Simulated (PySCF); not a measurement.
# One molecule, several mistakes: BCGe2H6

Calculated results; nothing here was measured. The program is PySCF 2.14.0, an open-source quantum chemistry code, run on an isolated molecule that a program drew, which may never have been made. The molecule is BCGe2H6 (charge 0, doublet), drawn as the SMILES string `[GeH2][B]=[CH][GeH3]`.

Each row is a Hartree-Fock (HF) and frozen-core CCSD(T) single point in the cc-pVDZ basis, meant for a local HF minimum. Run 1 is clean. Each other run has one planted mistake out of seven kinds, and not every kind appears here: one electron removed, one electron added, multiplicity raised by two, geometry at a saddle point, minimal basis STO-3G, one bond length entered in bohr, all coordinates scaled. The reference is restricted for singlets and unrestricted otherwise, and also for a bond in bohr. Adding or removing an electron swaps singlet and doublet. Electrons count all cores. HOMO and LUMO are orbital energies over both spins, the gradient is its largest component, and the lowest frequency (negative if imaginary) is given only where the gradient is small. Bond lengths are over the 9 bonds as drawn. T1 is the CCSD diagnostic: over 0.02 (restricted) or 0.045 (unrestricted) a single reference is doubtful. Germanium has the cc-pVDZ-PP basis, with a core potential (ECP10MDF) in place of its 10 inner electrons, and its 3s, 3p and 3d shells are frozen in CCSD(T).

Geometry of the clean run:
```xyz
10
BCGe2H6, angstrom
Ge   -0.0511   -1.1163   -1.6183
B     0.7838   -0.0827   -0.0982
C     1.4080    0.6023    0.9266
Ge    0.3712    1.7344    2.1191
H    -0.9896   -2.2531   -1.2252
H    -0.6141   -0.2871   -2.7685
H     2.4769    0.5433    1.1105
H     0.8697    3.1844    2.0568
H     0.4932    1.2477    3.5692
H    -1.1066    1.7019    1.7097
```

| run | electrons | basis functions | <S^2> | HOMO (eV) | LUMO (eV) | gradient (hartree/bohr) | lowest frequency (cm^-1) | mean bond (Å) | longest bond (Å) | T1 | HF (hartree) | CCSD(T) (hartree) | mistake |
|---|---|---|---|---|---|---|---|---|---|---|---|---|---|
| 1 | 81 | 104 | 0.763 | -8.94 | 0.24 | 3.0e-05 | 60 | 1.5650 | 2.019 | 0.0164 | -652.71176 | -653.17301 | no fault |
| 2 | 81 | 104 | 1.470 | -8.69 | -0.04 | 2.7e-02 | - | 1.7158 | 2.883 | 0.0375 | -652.61706 | -653.06445 | one bond length entered in bohr |
| 3 | 80 | 104 | 0.000 | -13.54 | -7.19 | 4.6e-02 | - | 1.5650 | 2.019 | 0.0201 | -652.41424 | -652.86702 | one electron removed |
| 4 | 82 | 104 | 0.000 | -1.55 | 7.33 | 3.8e-02 | - | 1.5650 | 2.019 | 0.0204 | -652.73296 | -653.22830 | one electron added |
| 5 | 81 | 104 | 3.771 | -5.69 | 0.07 | 7.7e-02 | - | 1.5650 | 2.019 | 0.0165 | -652.61806 | -653.04390 | ? |
| 6 | 81 | 104 | 0.760 | -8.95 | 0.34 | 1.0e-01 | - | 1.4147 | 1.825 | 0.0139 | -652.60377 | -653.05312 | ? |

**Which mistake was planted in run 5, and what did it cost?**

Electrons, basis and geometry are unchanged, and <S^2> is 3.771, beside S(S+1) = 3.75 for a multiplicity of 4. So the mistake is: multiplicity raised by two. Subtracting run 1 and multiplying by 627.51 kcal/mol a hartree, the energy moved by 58.8 kcal/mol in HF and 81.0 kcal/mol in CCSD(T).

**Which mistake was planted in run 6, and what did it cost?**

The mean and the longest bond both change by the same factor, 0.904, and the gradient is no longer small. So the mistake is: all coordinates scaled. Subtracting run 1 and multiplying by 627.51 kcal/mol a hartree, the energy moved by 67.8 kcal/mol in HF and 75.2 kcal/mol in CCSD(T).

Cautions from the logs. Run 3: T1 is over the limit, so its CCSD(T) energy is less reliable; run 4: T1 is over the limit, so its CCSD(T) energy is less reliable.
